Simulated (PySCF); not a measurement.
**Ni: excitation energy**

Ni [Ar] 3d8 4s2 (3F) → Ni [Ar] 3d8 4s1 4p1 (high-spin determinant), as a difference of total energies. Computed with PySCF 2.14 in aug-cc-pVDZ-DK, with the spin-free X2C one-electron Hamiltonian (Gaussian nucleus). Correlated levels: valence: [Ar] frozen. The calculations carry no spin-orbit coupling.

| method | excitation energy (eV) |
| --- | --- |
| UHF | 2.134 |
| MP2 (valence) | 3.132 |
| SCS-MP2 (valence) | 3.324 |
| CCSD (valence) | 3.212 |
| CCSD(T) (valence) | 3.290 |

**Question.** How much does correlation contribute at CCSD(T) (valence)?

**Answer.** 3.290 − (2.134) = 1.156 eV, measured against UHF.

The determinant of the upper state mixes LS terms, which raises its energy above the lowest term, most at the Hartree-Fock and MP2 levels.
